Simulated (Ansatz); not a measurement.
Program: Ansatz. Geometries: PBE0-D4/def2-TZVP. ΔE: electronic, gas phase. CCSD(T)/CBS adds triple-zeta CCSD(T) − MP2 to the extrapolated MP2 energy (def2 sets, frozen cores). Functionals use def2-TZVPP. B3LYP here is the variant with VWN-RPA as its local correlation; programs differ in this. For Ga outer-core shells are correlated without core-valence functions, which leaves a few kJ/mol of doubt a bond. Scalar relativity is left out up to krypton. One conformer a species, not always the lowest.

Reaction (ligand exchange at the Si–C bond): `[SiH3]C[NH][GaH2]` + `OB1N[SiH2]1` → `[SiH3]OB1N[SiH2]1` + `C[NH][GaH2]`

`[SiH3]C[NH][GaH2]`:

```xyz
12

Si    1.568   -0.572   -0.885
C     0.633    0.453    0.398
N    -0.634   -0.166    0.739
Ga   -2.308    0.470    0.421
H     1.718   -1.963   -0.374
H     2.923   -0.019   -1.163
H     0.787   -0.617   -2.150
H     0.448    1.447   -0.023
H     1.263    0.617    1.283
H    -0.527   -1.080    1.154
H    -3.493   -0.449    0.850
H    -2.378    1.879   -0.249
```

`OB1N[SiH2]1`:

Z-matrix (Å, degrees):
```
Si
B 1 1.923
N 1 1.759 2 44.2
H 1 1.488 2 125.7 3 91.6
H 1 1.488 2 125.7 3 -91.6
O 2 1.350 1 158.9 3 -180.0
H 3 1.009 1 145.5 2 180.0
H 6 0.962 2 113.7 1 180.0
```

`[SiH3]OB1N[SiH2]1`:

```xyz
11

Si   -1.546    0.744    1.544
O    -0.186   -0.116    1.173
B     0.460   -0.319    0.009
N     1.582   -1.015   -0.414
Si    0.939   -0.252   -1.863
H    -1.197    1.725    2.599
H    -2.059    1.447    0.341
H    -2.569   -0.198    2.059
H     2.304   -1.604   -0.029
H     1.818    0.766   -2.500
H     0.454   -1.181   -2.919
```

`C[NH][GaH2]`:

Cartesian coordinates in Å:
```
C 0.952 0.631 -0.573
N -0.243 -0.172 -0.485
Ga -1.102 -0.724 1.016
H 1.302 0.885 0.431
H 0.783 1.575 -1.106
H 1.772 0.107 -1.080
H -0.611 -0.435 -1.386
H -2.384 -1.591 0.810
H -0.469 -0.275 2.372
```

```tsv
species	B3LYP energy (Eh)
`[SiH3]C[NH][GaH2]`	-2312.13428
`OB1N[SiH2]1`	-446.87909
`[SiH3]OB1N[SiH2]1`	-737.64160
`C[NH][GaH2]`	-2021.41458
```

(1) Work out ΔE.

Largest T1 diagnostic among the species: 0.015.

Answers

(1) ΔE = (-737.64160) + (-2021.41458) − (-2312.13428) − (-446.87909) = -0.04281 Eh = -26.9 kcal/mol. CCSD(T)/CBS gives -26.3 kcal/mol.

In def2-TZVPP, CCSD(T) changes the Hartree–Fock value by +5.4 kcal/mol (the triples alone add +0.7 kcal/mol) and MP2 by +5.0 kcal/mol. The D4 term adds +0.8 kcal/mol with B3LYP and +0.4 kcal/mol with PBE0; it sums over pairs of atoms, weighted by their polarisabilities, and B3LYP, whose exchange is more repulsive, gets the larger term.
